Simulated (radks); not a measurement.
The numbers below are computed, except where a source is named.
The arsenic anion As3-, [Kr], held by a Watson sphere: a shell of charge +3 at radius R that stands for the Madelung well of a crystal (potential energy -3/R inside, -3/r outside, in hartree with lengths in bohr). Code: a radial shooting solver on a logarithmic mesh with Libxc functionals. Model: scalar-relativistic Kohn-Sham, LDA (Slater exchange, VWN5 correlation), spin-polarised, spherical densities, finite nucleus; Fermi nuclear charge, rms radius of each element as measured or else 0.836 A^(1/3) + 0.57 fm. Response by self-consistent Sternheimer equations with the Hartree and adiabatic LDA kernel, the relativistic mass of each level held fixed and spin-orbit coupling left out. The sphere does not respond.

R (bohr),e(3d) (eV),e(4s) (eV),e(4p) (eV),<r> 4p (bohr),sum of <r^2> (bohr^2),X-ray form factor at sin(theta)/lambda = 0.2 1/angstrom,alpha (bohr^3)
2.97,-38.221,-14.481,-6.258,2.734,72.12,26.165,59.82
3.13,-38.053,-14.077,-5.962,2.799,74.93,26.126,67.09
3.24,-37.951,-13.820,-5.764,2.843,76.88,26.106,72.58
3.88,-37.487,-12.618,-4.741,3.094,88.66,26.060,114.1
